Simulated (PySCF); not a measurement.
B2O2, SMILES O=BB=O. Atoms are numbered in the order given.

```xyz
4

O      0.0000     0.0000    -2.0226
B      0.0000     0.0000    -0.8250
B      0.0000     0.0000     0.8250
O      0.0000     0.0000     2.0226
```

Geometry optimised at ωB97X-D3(BJ)/def2-TZVP. The values are those of a single conformer.

Method: B3LYP/pcJ-1 (PySCF).

Isotropic couplings with Fermi-contact, spin-dipole and both spin-orbit terms, one fixed conformer, no vibrational averaging. Isotopes: 11B.

### Question
Estimate the spin–spin coupling constants. (An estimate is asked for; the answer gives what the named calculation found.)

### Answer

| pair | bonds apart | J (Hz) |
|---|---|---|
| B2–B3 | 1 | 221.0 |
